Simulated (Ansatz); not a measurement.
CH$_{3}$F$_{2}$NOSi (`F[Si]1(F)NCO1`), relaxed with RKS PBE-D4/def2-SVP in Ansatz from a rough embedded geometry. The force threshold is 0.03 eV/Å; the program also tests the step.

Charge 0, multiplicity 1.

Start:

```xyz
9

F     1.032    2.088   -0.060
Si    0.140    0.914    0.630
F    -0.220    1.063    2.169
N     0.717   -0.604    0.263
C    -0.252   -0.678   -0.853
O    -1.106    0.357   -0.300
H     0.309   -1.177    1.042
H    -0.768   -1.604   -1.018
H     0.147   -0.358   -1.872
```

| step | energy (eV) | largest force (eV/Å) | largest move (Å) |
| --- | --- | --- | --- |
| 1 | -17912.7822 | 4.213 | 0.000 |
| 2 | -17913.4969 | 0.996 | 0.188 |
| 3 | -17913.6566 | 0.682 | 0.133 |
| 4 | -17913.7866 | 0.565 | 0.200 |
| 5 | -17913.8087 | 0.575 | 0.175 |
| 6 | -17913.8480 | 0.232 | 0.088 |
| 7 | -17913.8483 | 0.645 | 0.036 |
| 8 | -17913.8560 | 0.110 | 0.015 |
| 9 | -17913.8566 | 0.652 | 0.081 |
| 10 | -17913.8584 | 0.218 | 0.089 |
| 11 | -17913.8607 | 0.120 | 0.104 |
| 12 | -17913.8622 | 0.076 | 0.070 |
| 13 | -17913.8624 | 0.045 | 0.011 |
| 14 (rejected) | -17913.8624 | 0.029 | 0.006 |
| 15 | -17913.8625 | 0.010 | 0.002 |

End:

```xyz
9

F     1.079    2.224    0.455
Si    0.105    0.943    0.613
F    -0.600    1.191    2.051
N     0.697   -0.610    0.203
C    -0.352   -0.684   -0.826
O    -0.923    0.642   -0.685
H     1.068   -1.431    0.679
H    -1.123   -1.466   -0.631
H     0.049   -0.808   -1.858
```

Run time 22 s (4 threads of an Arm Neoverse V1 on a shared host); peak host memory 0.18 GiB.
